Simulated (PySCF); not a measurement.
**Multinuclear NMR of C7H14Si2**

Atom-mapped SMILES (the numbers label the heavy atoms): `[CH3:1][CH2:2][CH2:3][C:4]1=[CH:5][SiH2:6][CH:7]=[CH:8][SiH2:9]1` (H(Xn): hydrogen on atom n).

[PySCF 2.14: shielding tensors at PBE0/pcSseg-1 (GIAO); geometry from GFN2-xTB; one conformer; non-relativistic Hamiltonian; no solvent model; rapidly exchanging positions averaged]

Where does 29Si resonate?

## Answers


| atoms | environment | σ (ppm) | δ (ppm) |
| --- | --- | --- | --- |
| Si6 | silicon bonded to 2 C, 2 H, in a 6-membered ring | 423.4 | -68.0 |
| Si9 | silicon bonded to 2 C, 2 H, in a 6-membered ring | 424.7 | -69.1 |

Shieldings were converted by a linear fit to measured shifts: 29Si (scatter 8.9 ppm rms, 25.8 ppm with the 6 outliers that the fit left out vs TMS, solution or neat liquid). Occasional misses reach two or three times the rms, and more in compound classes unlike the fitted ones.

On a 600 MHz spectrometer 29Si resonates near 119.2 MHz, so 1 ppm is 119.2 Hz.
